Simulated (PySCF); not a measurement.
C4H5FSi, SMILES C#C/C(F)=C/[SiH3].

The structure is a stationary point at B3LYP-D3(BJ)/def2-SVP. The structure was generated by enumeration; whether it is a known compound was not checked.

These are PBE/def2-TZVP (PySCF) values and carry that method's errors.

Computed frontier levels, gap, dipole moment and polarisability:
```json
{
 "highest_occupied_level": "-6.34 eV",
 "lowest_empty_level": "-2.46 eV",
 "orbital_gap": "3.88 eV",
 "dipole_moment": "1.66 D",
 "quadrupole, principal values (traceless, Buckingham form, about the centre of nuclear charge)": "-4.99, -4.17, 9.15 D·Å",
 "mean_static_polarisability": "81.1 bohr³ (12.02 Å³)",
 "polarisability_principal_values": "51.6, 62.1, 129.5 bohr³"
}
```
